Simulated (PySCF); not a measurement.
CH8N2Si3, SMILES C1=N[SiH2][SiH2]N[SiH2]1. Atoms are numbered in the order given.

```xyz
14

C      0.2659     1.8456    -0.0288
N      1.3974     1.2803    -0.1411
Si     1.7529    -0.4456    -0.2220
Si    -0.1761    -1.7225     0.2231
N     -1.5039    -0.6023    -0.0219
Si    -1.5018     1.1302     0.0754
H      0.2686     2.9609     0.0089
H      2.8458    -0.7233     0.7557
H      2.2739    -0.7174    -1.5961
H     -0.1571    -2.3027     1.6078
H     -0.3294    -2.8792    -0.7164
H     -2.4252    -1.0272    -0.1046
H     -2.0968     1.6677     1.3429
H     -2.2794     1.7319    -1.0533
```

Coordinates come from a PBE0-D3(BJ)/def2-SVP optimisation. The structure was generated by enumeration, and PubChem lists no compound with its InChIKey, so it may never have been made.

Computed with SMD-M06-2X/def2-SVP run with PySCF.

Solvation free energies are E(SMD) − E(gas) at the gas-phase geometry, for 1 M in both phases. In vacuum the dipole moment is 2.08 D.

```tsv
solvent	ΔG(solv) (kcal/mol)	its non-electrostatic (CDS) part	dipole (D)
water	0.5	5.1	2.86
N,N-dimethylformamide	[?]	[?]	[?]
benzene	-1.8	0.2	2.40
```

Problem. Fill in the missing entries. (Estimate from the structure and the level; the computed values follow.)

Solution. 
- N,N-dimethylformamide, ΔG(solv) (kcal/mol): -2.6
- N,N-dimethylformamide, its non-electrostatic (CDS) part: 1.9
- N,N-dimethylformamide, dipole (D): 2.84
